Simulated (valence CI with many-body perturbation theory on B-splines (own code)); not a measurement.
**Valence orbitals of Pb XLIV**

Level of theory: relativistic CI+MBPT: three valence electrons over a frozen Dirac-Fock core [Kr], radial functions for each j: 9 s, 9 p, 10 d, 8 f, 5 g, 3 h, 1 i, with the one-electron correlation potential Σ1 (screened to all orders), the two-electron term Σ2, the three-electron term Σ3, Breit, model QED; selected single and double excitations, second order for the rest (own B-spline code, finite nucleus).

No measured spectrum was set against this ion. As an estimate, large intervals hold to a few tenths of a per cent, small ones and those within an open d or f shell to about a per cent. Only levels of the ground parity were solved; by the run's estimate the other parity begins above the list, which can be wrong where configurations are misplaced.

These are the spectroscopic orbitals of the CI (the correlating ones are not listed), shaped by the core and the other valence electrons. h is the expectation value of the core's Dirac-Fock operator, without the valence repulsion; Σ1 is computed up to l = 3 at one energy for each symmetry, that of its lowest orbital but kept below the first core excitation, so for empty shells it is not the orbital's own correlation shift; Breit and QED include the response of the core.

```tsv
Orbital	h (hartree)	Σ1 (cm⁻¹)	Breit (cm⁻¹)	QED (cm⁻¹)	⟨r⟩ (bohr)
5s1/2	-58.407	-12329	8189	6264	0.6093
6s1/2	-38.146	-4934	4306	3344	0.9299
7s1/2	-26.902	-2582	2503	1982	1.320
5p1/2	-56.221	-12606	12654	347	0.6134
6p1/2	-36.962	-5188	6806	194	0.9399
7p1/2	-26.189	-2754	3998	118	1.336
5p3/2	-53.661	-10873	7098	839	0.6447
6p3/2	-35.594	-4646	3882	464	0.9772
7p3/2	-25.371	-2507	2566	280	1.380
4d3/2	-84.267	-24329	13104	-1150	0.3594
5d3/2	-50.242	-11926	5772	-418	0.6426
6d3/2	-33.743	-5458	3143	-219	0.9889
4d5/2	-83.022	-23339	8019	-472	0.3659
5d5/2	-49.691	-11662	3593	-131	0.6505
6d5/2	-33.443	-5316	1967	-64.6	0.9984
4f5/2	-74.621	-48104	3880	-1022	0.3352
5f5/2	-46.111	-11659	1840	-381	0.6344
4f7/2	-74.278	-41933	782	-762	0.3379
5f7/2	-45.95	-11212	511	-265	0.6373
5g7/2	-43.345		-145	-184	0.5903
5g9/2	-43.289		-487	-136	0.5917
```

Among the shells of the start configuration 4d3, Σ1 is largest in size for 4d3/2, where it is 0.13 % of h.

Lowest root of each symmetry, sizes in configuration state functions:

```tsv
J	Parity	Roots	Reference	Variational	Second order	Change by selected CI (cm⁻¹)	Change by second order (cm⁻¹)
1/2	even	2	37	3476	4995	-2831	-2
3/2	even	5	66	6575	8830	-2921	-1
5/2	even	5	80	8006	11647	-2042	-1
7/2	even	3	77	7612	13130	-2654	-3
9/2	even	3	66	6909	12256	-2738	-2
11/2	even	1	44	4817	10985	-2839	-3
```
